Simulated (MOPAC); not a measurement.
Job for MOPAC: PM6 on C2H7Ga (SMILES C[CH2][GaH2]), a point of a torsion scan.

```
PM6 1SCF PRECISE CHARGE=0 THREADS=1
C2H7Ga

C     -0.97330761 1     0.49154453 1     0.30619345 1
C     -0.40214278 1    -0.73126824 1    -0.43018679 1
Ga     1.62125091 1    -0.78926456 1    -0.18893131 1
H     -2.06366077 1     0.48913459 1     0.28743902 1
H     -0.62263616 1     1.41818634 1    -0.15169770 1
H     -0.65125636 1     0.49049421 1     1.35074952 1
H     -0.66320279 1    -0.68375363 1    -1.49558801 1
H     -0.87357067 1    -1.63860656 1    -0.03061665 1
H      2.70012125 1    -0.74044332 1    -1.35188898 1
H      2.28998273 1    -0.75668356 1     1.24987189 1
```

Output:

```
*******************************************************************************
 **                                                                           **
 **                              MOPAC v23.2.5                                **
 **                                                                           **
 *******************************************************************************
 ** MOPAC's Digital Object Identifier: https://doi.org/10.5281/zenodo.6511958 **
 **                                                                           **
 ** Please cite the open-source release paper for use of this MOPAC version:  **
 ** J. E. Moussa and J. J. P. Stewart (2026)                                  **
 ** MOPAC: An open-source semiempirical molecular orbital program             **
 ** J. Open Source Softw., 11(119), 8025, https://doi.org/10.21105/joss.08025 **
 *******************************************************************************

                              PM6 CALCULATION RESULTS

 *******************************************************************************
 *  PM6        - The PM6 Hamiltonian to be used
 *
 *
 *
 *                 CHARGE ON SYSTEM = 0
 *
 *
 *
 *  PRECISE    - TIGHTER CRITERIA TO BE USED
 *  1SCF       - DO 1 SCF AND THEN STOP
 *  THREADS=1  - MULTI-THREADING NOT USED
 *  T=         - A TIME OF 172800.0 SECONDS REQUESTED
 *  DUMP=N     - RESTART FILE WRITTEN EVERY 7200.0 SECONDS REQUESTED
 *******************************************************************************
PM6 1SCF PRECISE CHARGE=0 THREADS=1
 C2H7Ga

   ATOM   CHEMICAL          X               Y               Z
  NUMBER   SYMBOL      (ANGSTROMS)     (ANGSTROMS)     (ANGSTROMS)

     1       C         -0.97330761  *   0.49154453  *   0.30619345  *
     2       C         -0.40214278  *  -0.73126824  *  -0.43018679  *
     3      Ga          1.62125091  *  -0.78926456  *  -0.18893131  *
     4       H         -2.06366077  *   0.48913459  *   0.28743902  *
     5       H         -0.62263616  *   1.41818634  *  -0.15169770  *
     6       H         -0.65125636  *   0.49049421  *   1.35074952  *
     7       H         -0.66320279  *  -0.68375363  *  -1.49558801  *
     8       H         -0.87357067  *  -1.63860656  *  -0.03061665  *
     9       H          2.70012125  *  -0.74044332  *  -1.35188898  *
    10       H          2.28998273  *  -0.75668356  *   1.24987189  *



          CARTESIAN COORDINATES

    NO.       ATOM           X           Y           Z

     1         C         -0.9733      0.4915      0.3062
     2         C         -0.4021     -0.7313     -0.4302
     3        Ga          1.6213     -0.7893     -0.1889
     4         H         -2.0637      0.4891      0.2874
     5         H         -0.6226      1.4182     -0.1517
     6         H         -0.6513      0.4905      1.3507
     7         H         -0.6632     -0.6838     -1.4956
     8         H         -0.8736     -1.6386     -0.0306
     9         H          2.7001     -0.7404     -1.3519
    10         H          2.2900     -0.7567      1.2499

 General Reference for PM6:
 "Optimization of Parameters for Semiempirical Methods V: Modification of NDDO Approximations
 and Application to 70 Elements", J. J. P. Stewart, J. Mol. Mod., 13, 1173-1213 (2007)
 URL: https://link.springer.com/article/10.1007/s00894-007-0233-4

           Empirical Formula: C2 H7 Ga  =    10 atoms



      MOLECULAR POINT GROUP   :   C1


      RHF CALCULATION, NO. OF DOUBLY OCCUPIED LEVELS = 9


 -------------------------------------------------------------------------------
 PM6 1SCF PRECISE CHARGE=0 THREADS=1
 C2H7Ga



     1SCF WAS SPECIFIED, SO BFGS WAS NOT USED
     SCF FIELD WAS ACHIEVED


                              PM6 CALCULATION
                                                       MOPAC v23.2.5 Linux




          FINAL HEAT OF FORMATION =          8.60710 KCAL/MOL =      36.01210 KJ/MOL


          COSMO AREA              =        109.40 SQUARE ANGSTROMS
          COSMO VOLUME            =         93.90 CUBIC ANGSTROMS

          IONIZATION POTENTIAL    =         10.649285 EV
          HOMO LUMO ENERGIES (EV) =        -10.649 -0.382
          NO. OF FILLED LEVELS    =          9
          MOLECULAR WEIGHT        =        100.8123         POINT GROUP:  C1

          MOLECULAR DIMENSIONS (Angstroms)

            Atom       Atom       Distance
            H     9    H     4     5.18583
            H     7    H    10     3.57718
            H     8    H     5     3.02159


          SCF CALCULATIONS        =          1





   ATOM   CHEMICAL          X               Y               Z
  NUMBER   SYMBOL      (ANGSTROMS)     (ANGSTROMS)     (ANGSTROMS)

     1       C         -0.97330761  *   0.49154453  *   0.30619345  *
     2       C         -0.40214278  *  -0.73126824  *  -0.43018679  *
     3      Ga          1.62125091  *  -0.78926456  *  -0.18893131  *
     4       H         -2.06366077  *   0.48913459  *   0.28743902  *
     5       H         -0.62263616  *   1.41818634  *  -0.15169770  *
     6       H         -0.65125636  *   0.49049421  *   1.35074952  *
     7       H         -0.66320279  *  -0.68375363  *  -1.49558801  *
     8       H         -0.87357067  *  -1.63860656  *  -0.03061665  *
     9       H          2.70012125  *  -0.74044332  *  -1.35188898  *
    10       H          2.28998273  *  -0.75668356  *   1.24987189  *

                             CARTESIAN COORDINATES

   1    C       -0.973307610     0.491544530     0.306193450
   2    C       -0.402142780    -0.731268240    -0.430186790
   3   Ga        1.621250910    -0.789264560    -0.188931310
   4    H       -2.063660770     0.489134590     0.287439020
   5    H       -0.622636160     1.418186340    -0.151697700
   6    H       -0.651256360     0.490494210     1.350749520
   7    H       -0.663202790    -0.683753630    -1.495588010
   8    H       -0.873570670    -1.638606560    -0.030616650
   9    H        2.700121250    -0.740443320    -1.351888980
  10    H        2.289982730    -0.756683560     1.249871890


           Empirical Formula: C2 H7 Ga  =    10 atoms



      MOLECULAR POINT GROUP   :   C1


                  EIGENVALUES
 -26.84945 -21.32043 -17.41355 -15.14984 -14.32944 -12.92707 -12.19308 -11.35699
 -10.64929  -0.38227   2.18548   4.04801   4.16947   4.45948   5.68503   5.90901
   6.17161   6.50361   6.85856


              NET ATOMIC CHARGES AND DIPOLE CONTRIBUTIONS

  ATOM NO.   TYPE          CHARGE      No. of ELECS.   s-Pop       p-Pop
    1          C          -0.447584        4.4476     1.07896     3.36863
    2          C          -0.227874        4.2279     1.08493     3.14294
    3         Ga          -0.304630        3.3046     1.35694     1.94769
    4          H           0.147094        0.8529     0.85291
    5          H           0.146336        0.8537     0.85366
    6          H           0.151665        0.8483     0.84833
    7          H           0.134428        0.8656     0.86557
    8          H           0.137620        0.8624     0.86238
    9          H           0.134827        0.8652     0.86517
   10          H           0.128118        0.8719     0.87188
 DIPOLE           X         Y         Z       TOTAL
 POINT-CHG.    -0.058     0.128     0.077     0.161
 HYBRID        -0.127    -0.012     0.023     0.130
 SUM           -0.185     0.116     0.100     0.240


          ATOMIC ORBITAL ELECTRON POPULATIONS

     Atom    s        px        py        pz
    1  C   1.07896   1.13902   1.08525   1.14436
    2  C   1.08493   0.99656   1.04135   1.10503
    3 Ga   1.35694   0.90226   0.03021   1.01521
    4  H   0.85291
    5  H   0.85366
    6  H   0.84833
    7  H   0.86557
    8  H   0.86238
    9  H   0.86517
   10  H   0.87188

 **********************
 *                    *
 * JOB ENDED NORMALLY *
 *                    *
 **********************




 == MOPAC DONE ==
```

The run finished.

Cost: around 0.03 core-seconds (rough).
